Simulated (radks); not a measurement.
The numbers below are computed, except where a source is named.
Q: Numerical settings for the magnesium ion Mg+, [Ne] 3s1. Level of theory: scalar-relativistic Kohn-Sham, PBEsol, spin-polarised, spherical densities, finite nucleus; open shells are filled with parallel spins first; Fermi nuclear charge, rms radius 3.057 fm (a radial shooting solver on a logarithmic mesh with Libxc functionals). The defaults (mesh step 0.008 in ln r, mesh end at 40 bohr or more with all orbitals vanishing there, Anderson mixing 0.5 over 9 steps, residual threshold near 1e-9 with the energy settled to 1e-9 hartree or 1e-11 of itself, here a cap of 84 iterations) give E = -199.5633 hartree and 3s at -11.887 eV in 16 iterations. Run on one thread of a shared host, so times are rough (Arm Neoverse V1): 0.1 s of CPU time, 0.1 s wall, 16 iterations on 2189 mesh points. One setting is changed at a time: mesh step in ln r 0.02; mesh step in ln r 0.003; mesh step in ln r 0.12; mesh end (bohr) 400; mesh end (bohr) 8; residual threshold 1e-16; residual threshold 1e-13; mixing 0.01; linear mixing, mixing 0.2; linear mixing, mixing 1; mixing history 3; iteration cap 3. Which runs fail to converge, and which converge to a wrong energy?

A: Not converged within the cap: mesh step in ln r 0.12; residual threshold 1e-16; residual threshold 1e-13; linear mixing, mixing 0.2; linear mixing, mixing 1; iteration cap 3. No run marked as converged misses the energy by more than 1 mhartree.
